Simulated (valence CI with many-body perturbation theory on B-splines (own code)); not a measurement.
## W LIV: calculated level list

Calculated by configuration interaction combined with many-body perturbation theory (CI+MBPT): three valence electrons over a frozen Dirac-Fock core [Ar], a basis of 7 s, 7 p, 8 d, 6 f, 4 g, 1 h functions for each j, with the one-electron correlation potential Σ1, the two-electron term Σ2, the three-electron term Σ3, Breit, model QED; selected CI, second order for the rest, scaled by the run's own slope (own B-spline code, finite nucleus).

No measured spectrum was set against this ion. As an estimate, large intervals hold to a few tenths of a per cent, small ones and those within an open d or f shell to about a per cent. Excitations out of the core, of the other parity, are not computed and may begin above about 232 eV (a cautious bound); beyond it only levels of the ground parity were kept, without lifetimes. Only levels of the ground parity were solved; by the run's estimate the other parity begins above the list, which can be wrong where configurations are misplaced.

Levels 1 to 19 of 19, with energies above the lowest level, (3d3/2^3) J=3/2. "Leading %" is the weight of the configuration and term that name the level; weights of strongly mixed levels are sums over their largest components and can fall short. In the jj column 3d3/2^4 stands for four electrons in 3d with j = 3/2.

| No. | Configuration | Term | J | E (cm⁻¹) | Leading % | Leading jj | Second component | g |
| --- | --- | --- | --- | --- | --- | --- | --- | --- |
| 1 | 3d3 | 4F | 3/2 | 0 | 44 | 3d3/2^3 (99 %) | 40 % 3d3 2D | 0.720 |
| 2 | 3d3 | 4F | 5/2 | 529170 | 82 | 3d3/2^2 3d5/2 (99 %) | 16 % 3d3 2D | 1.051 |
| 3 | 3d3 | 4P | 3/2 | 580110 | 38 | 3d3/2^2 3d5/2 (99 %) | 32 % 3d3 4F | 1.166 |
| 4 | 3d3 | 2H | 9/2 | 609570 | 46 | 3d3/2^2 3d5/2 (99 %) | 42 % 3d3 2G | 1.032 |
| 5 | 3d3 | 2G | 7/2 | 610510 | 50 | 3d3/2^2 3d5/2 (98 %) | 31 % 3d3 4F | 1.035 |
| 6 | 3d3 | 4P | 1/2 | 623360 | 57 | 3d3/2^2 3d5/2 (100 %) | 43 % 3d3 2P | 1.802 |
| 7 | 3d3 | 2D | 5/2 | 812220 | 44 | 3d3/2^2 3d5/2 (96 %) | 32 % 3d3 4P | 1.236 |
| 8 | 3d3 | 4F | 7/2 | 1128700 | 67 | 3d3/2 3d5/2^2 (99 %) | 31 % 3d3 2G | 1.116 |
| 9 | 3d3 | 4F | 9/2 | 1165800 | 50 | 3d3/2 3d5/2^2 (98 %) | 41 % 3d3 2H | 1.128 |
| 10 | 3d3 | 4P | 3/2 | 1208200 | 40 | 3d3/2 3d5/2^2 (100 %) | 38 % 3d3 2D | 1.105 |
| 11 | 3d3 | 2P | 1/2 | 1231900 | 57 | 3d3/2 3d5/2^2 (100 %) | 43 % 3d3 4P | 1.513 |
| 12 | 3d3 | 2H | 11/2 | 1242500 | 100 | 3d3/2 3d5/2^2 (100 %) |  | 1.079 |
| 13 | 3d3 | 2D | 5/2 | 1244700 | 41 | 3d3/2 3d5/2^2 (96 %) | 38 % 3d3 4P | 1.289 |
| 14 | 3d3 | 2F | 5/2 | 1315600 | 44 | 3d3/2 3d5/2^2 (98 %) | 39 % 3d3 2D | 1.092 |
| 15 | 3d3 | 2F | 7/2 | 1319200 | 79 | 3d3/2 3d5/2^2 (99 %) | 19 % 3d3 2G | 1.084 |
| 16 | 3d3 | 2D | 3/2 | 1481900 | 79 | 3d3/2 3d5/2^2 (96 %) | 16 % 3d3 2P | 0.884 |
| 17 | 3d3 | 2G | 9/2 | 1764900 | 50 | 3d5/2^3 (99 %) | 38 % 3d3 4F | 1.159 |
| 18 | 3d3 | 2D | 3/2 | 1878800 | 43 | 3d5/2^3 (97 %) | 41 % 3d3 2P | 1.132 |
| 19 | 3d3 | 2D | 5/2 | 1960900 | 59 | 3d5/2^3 (97 %) | 22 % 3d3 2F | 1.161 |

The ionisation energy to 3d2 3F_2 of the next ion comes out as 5056.6 eV (NIST: 5063 ± 4 eV (semi-empirical)). All 19 levels together are meant to be complete up to 1870400 cm⁻¹.
